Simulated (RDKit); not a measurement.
Input file for RDKit: MMFF94 on H8Si2 (a complex), monomers drawn apart or pushed together.

```python
from rdkit import Chem
from rdkit.Chem import AllChem, rdDetermineBonds

blocks = [
'''5

Si    0.01753434   -0.16762224   -0.10150452
H     1.06879216    0.87345654   -0.08739598
H    -1.07625700    0.22539958    0.81558087
H     0.58978556   -1.45799786    0.34195421
H    -0.52126322   -0.30918478   -1.47336801
''',
'''5

Si   -0.01394560    0.13339302    3.50184379
H    -0.82028162   -1.08307280    3.25883682
H     1.12135556    0.16735195    2.55221939
H     0.50748220    0.11408513    4.88751445
H    -0.85480058    1.33503329    3.30575579
''',
]
mol = None
for b in blocks:
    f = Chem.MolFromXYZBlock(b)
    rdDetermineBonds.DetermineBonds(f, charge=0)
    mol = f if mol is None else Chem.CombineMols(mol, f)
Chem.SanitizeMol(mol)
print(Chem.MolToSmiles(Chem.RemoveHs(mol)))
ff = AllChem.MMFFGetMoleculeForceField(mol, AllChem.MMFFGetMoleculeProperties(mol), nonBondedThresh=100.0, ignoreInterfragInteractions=False)
e = ff.CalcEnergy()
print(f'MMFF94 energy {e:.6f} kcal/mol')
```

It printed:

```
[SiH4].[SiH4]
MMFF94 energy 7.552992 kcal/mol
```

The run finished.

Cost: roughly 0.05 core-seconds.
